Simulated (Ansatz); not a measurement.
Program: Ansatz. Geometries: PBE0-D4/def2-TZVP. ΔE: electronic, gas phase. CCSD(T)/CBS adds triple-zeta CCSD(T) − MP2 to the extrapolated MP2 energy (def2 sets, frozen cores). This one scheme is used for every species. DFT in def2-TZVPP. B3LYP here is the variant with VWN-RPA as its local correlation; programs differ in this. HSE06 is defined as in plane-wave codes. Each species was taken in one conformer, which may not be the lowest.

`CC[SiH2]P` + HCl → `P[SiH2]Cl` + `CC`  (ligand exchange at the Si–C bond)

```tsv
level	ΔE (kcal/mol)	difference from CCSD(T)/CBS
revPBE-D4	-23.0	1.2
BLYP-D4	-24.2	0.0
B97M-V	-25.6	-1.4
r2SCANh-D4	-25.1	-0.9
BHLYP-D4	-25.7	-1.5
PBE0	-25.1	-0.9
B3LYP	-26.5	-2.3
r2SCANh	-25.5	-1.3
HSE06	-25.2	-1.0
CAM-B3LYP	-25.8	-1.6
RPA@PBE/def2-TZVPP	-22.7	1.5
HF/def2-SVP	-27.2	-3.0
CCSD(T)/def2-SVP	-22.5	1.7
HF/def2-TZVPP	-28.5	-4.3
HF/CBS(def2)	-28.5	-4.3
MP2/CBS(def2)	-25.1	-0.9
CCSD(T)/CBS	-24.2	0
```

Q: What do rigid-rotor, harmonic-oscillator terms from PBE0-D4/def2-TZVP frequencies (298.15 K, 1 bar) make of the CCSD(T)/CBS value? (Estimate.)

A: The calculation gave: ΔZPE = +2.5 kcal/mol, ΔH = -22.2 kcal/mol, ΔS = 4 J/(mol·K), ΔG = -22.5 kcal/mol.

Largest T1 diagnostic among the species: 0.012.

At CCSD(T), def2-SVP lies +1.7 kcal/mol from the extrapolated value and def2-TZVPP +0.9 kcal/mol. Leaving LDA and LC-ωPBE aside and taking each functional with its dispersion term where it has one, the values, not all of them listed here, spread over 2.7 kcal/mol, from B2PLYP to revPBE-D4. LDA lies +2.4 kcal/mol from PBE without D4.
